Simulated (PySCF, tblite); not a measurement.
Isomers of C3H10NSi2 (doublet state). All values are computed: GFN2-xTB (tblite) harmonic vibrations without scaling, gas phase. This tight-binding method is rough: wavenumbers can miss measured ones by several per cent, in bad cases by 10 to 20. Modes of hydrogen on silicon can be 10 to 20 % off. One conformer each. Open shells enter through the occupations alone, without spin polarisation, and single modes of such species can be off by tens of per cent.

Electronic energies: B3LYP/pcH-1 single points on the GFN2-xTB geometries (PySCF, gas phase).

```
                SMILES  electronic energy, lowest = 0 (kJ/mol)
 [NH][Si@H]1CCC[SiH2]1                                   191.1
C[Si@@H]1[CH]C[SiH2]N1                                    31.0
     N[Si@H]1CCC[SiH]1                                   105.7
      N[Si]1CCC[SiH2]1                                   100.4
      C[Si]1CC[SiH2]N1                                     0.0
[CH2][Si@H]1CC[SiH2]N1                                    51.5
N[Si@@H]1CC[CH][SiH2]1                                   142.5
```

Question: How do GFN2-xTB zero-point energies change the relative energies?

Answer: 
```
                SMILES  ZPE (kJ/mol)  of it from modes above 1550 cm⁻¹  electronic (kJ/mol)  with ZPE, lowest = 0 (kJ/mol)  lowest mode (cm⁻¹)  rings
      C[Si]1CC[SiH2]N1         325.5                             172.9                  0.0                            0.0                  78      1
C[Si@@H]1[CH]C[SiH2]N1         310.8                             168.4                 31.0                           16.2                  77      1
[CH2][Si@H]1CC[SiH2]N1         309.9                             169.0                 51.5                           35.9                  73      1
      N[Si]1CCC[SiH2]1         327.2                             173.6                100.4                          102.1                  82      1
     N[Si@H]1CCC[SiH]1         327.0                             172.7                105.7                          107.1                  82      1
N[Si@@H]1CC[CH][SiH2]1         311.8                             168.5                142.5                          128.8                  77      1
 [NH][Si@H]1CCC[SiH2]1         317.1                             166.9                191.1                          182.7                  68      1
```

The zero-point energies span 17.3 kJ/mol, from `[CH2][Si@H]1CC[SiH2]N1` to `N[Si]1CCC[SiH2]1`. The order is unchanged.

Question: And how do the electronic energies of GFN2-xTB itself compare?

Answer: `C[Si]1CC[SiH2]N1` 0.0; `C[Si@@H]1[CH]C[SiH2]N1` 32.6; `[CH2][Si@H]1CC[SiH2]N1` 66.3; `N[Si]1CCC[SiH2]1` 64.9; `N[Si@H]1CCC[SiH]1` 73.4; `N[Si@@H]1CC[CH][SiH2]1` 139.9; `[NH][Si@H]1CCC[SiH2]1` 78.4 kJ/mol, lowest = 0. Against the energies above, taken from the same isomer `C[Si]1CC[SiH2]N1`, the largest difference is 112.7 kJ/mol.

Question: What do entropy and thermal enthalpy add at 298.15 K and 1 bar (rigid rotor, harmonic oscillator, one conformer each)?

Answer: 
| SMILES | point group | symmetry number | S (J/(mol K)) | H − H(0) (kJ/mol) | ZPE + H − H(0) − TS (kJ/mol) |
| --- | --- | --- | --- | --- | --- |
| C[Si]1CC[SiH2]N1 | C1 | 1 | 383.8 | 25.51 | 236.6 |
| C[Si@@H]1[CH]C[SiH2]N1 | C1 | 1 | 391.1 | 26.82 | 221.0 |
| [CH2][Si@H]1CC[SiH2]N1 | C1 | 1 | 387.3 | 26.53 | 220.9 |
| N[Si]1CCC[SiH2]1 | C1 | 1 | 380.4 | 25.43 | 239.3 |
| N[Si@H]1CCC[SiH]1 | C1 | 1 | 376.3 | 24.98 | 239.8 |
| N[Si@@H]1CC[CH][SiH2]1 | C1 | 1 | 386.4 | 26.51 | 223.1 |
| [NH][Si@H]1CCC[SiH2]1 | C1 | 1 | 380.0 | 25.45 | 229.3 |

S holds R ln(2S + 1) for the spin.
